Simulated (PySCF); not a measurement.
From one molecule to another.

First species: C₅H₂F₈.
InChI=1S/C5H2F8/c1-2(6)3(7,8)4(9,10)5(11,12)13/h1H2

Second species: C6H10ClFSi2.
Numbering: `[CH3:1][C:2]#[C:3][CH2:4][Si@H:5]([Cl:6])/[C:7]([F:8])=[CH:9]/[SiH3:10]` (hydrogens: H11, H12, H13 on C1; H14, H15 on C4; H16 on Si5; H17 on C9; H18, H19, H20 on Si10)

Levels: PBE0/pcSseg-1 for dipole moment, HOMO energy, LUMO energy and HOMO–LUMO gap; GFN2-xTB for rotational constant A and rotational constant C. Geometries: GFN2-xTB. Each species is one conformer at its optimised geometry, gas phase, non-relativistic unless stated. Electronic properties by PySCF.

The conformers computed, where there is a choice (atom-mapped SMILES and torsion angles):
- `[CH2:1]=[C:2]([F:3])[C:4]([F:5])([F:6])[C:7]([F:8])([F:9])[C:10]([F:11])([F:12])[F:13]`: C1–C2–C4–F5 -111°, C2–C4–C7–F8 62°, C4–C7–C10–F11 59°
- `[CH3:1][C:2]#[C:3][CH2:4][Si@H:5]([Cl:6])/[C:7]([F:8])=[CH:9]/[SiH3:10]`: C3–C4–Si5–Cl6 -71°, C4–Si5–C7–F8 -58°

Values for the first species:

```
Dipole moment         : 2.19 D
HOMO energy           : -8.66 eV
LUMO energy           : -0.98 eV
HOMO–LUMO gap         : 7.68 eV
Rotational constant A : 1.094 GHz
Rotational constant C : 0.676 GHz
```

(1) Estimate the same properties for the second species, and the change in each.

## Answers

(1) 
```csv
property,first,second,second less first
dipole moment,2.19 D,0.87 D,-1.32 D
HOMO energy,-8.66 eV,-7.18 eV,+1.48 eV
LUMO energy,-0.98 eV,-0.97 eV,+0.01 eV
HOMO–LUMO gap,7.68 eV,6.21 eV,-1.47 eV
rotational constant A,1.094 GHz,1.766 GHz,+0.672 GHz
rotational constant C,0.676 GHz,0.286 GHz,-0.390 GHz
```

On the first: A dipole of 2.19 D is allowed in C1, and pure rotational transitions are dipole-allowed. In atomic units the dipole is 0.86 e·bohr (1 au = 2.5417 D).

On the second: In atomic units the dipole is 0.34 e·bohr (1 au = 2.5417 D).
